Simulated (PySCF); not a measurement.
Gas-phase reaction: 2 InCl2 + Cl2 ⇌ 2 InCl3

Method: PySCF energies (xtb for GFN2) plus ideal-gas RRHO corrections (1 bar). † marks an energy on the PBE0/def2-TZVP geometry and frequencies; other levels use their own. CCSD(T) freezes the core. Open shells (unrestricted): InCl2 (multiplicity 2); the rest are closed-shell singlets. GFN2 has no spin-polarisation term. B3LYP is the form with VWN-RPA correlation. In: scalar-relativistic def2 core potential, no spin-orbit coupling. InCl2: computed as isolated molecules; such fragments, hydroxides, amides, oligomers or adducts are transient or little studied in the gas. CCSD(T) isn't extrapolated to the basis-set limit.

```
level               ΔH°(298 K), kJ
------------------  --------------
B3LYP/def2-TZVP†        (withheld)
BLYP/def2-TZVP†               -388
CCSD(T)/def2-SVP†             -505
GFN2-xTB                (withheld)
ωB97X-V/def2-TZVP†            -492
```

Q: Fill in the missing entries.

A: 
- B3LYP/def2-TZVP†, ΔH°(298 K), kJ: -422
- GFN2-xTB, ΔH°(298 K), kJ: -333
